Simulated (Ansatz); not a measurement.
Task: Predict a relaxed structure of the cluster HfSe₂⁺, charge 1, doublet, at PBE0-D4/def2-TZVP (Ansatz).

Result: 
```xyz
3

Hf    0.806    0.727   -0.207
Se    0.710   -1.418    0.735
Se   -1.516    0.691   -0.528
```
Point group C2v (tolerance 0.1 Å). The metal has 2 neighbours: Se 2.34 Å, Se 2.35 Å. This is one stationary point.

In the def2 sets Hf takes a core potential; there is no spin–orbit coupling. The relaxation made no stability test and no search for a lower SCF solution. The structure comes from a short search, and lower isomers may exist.
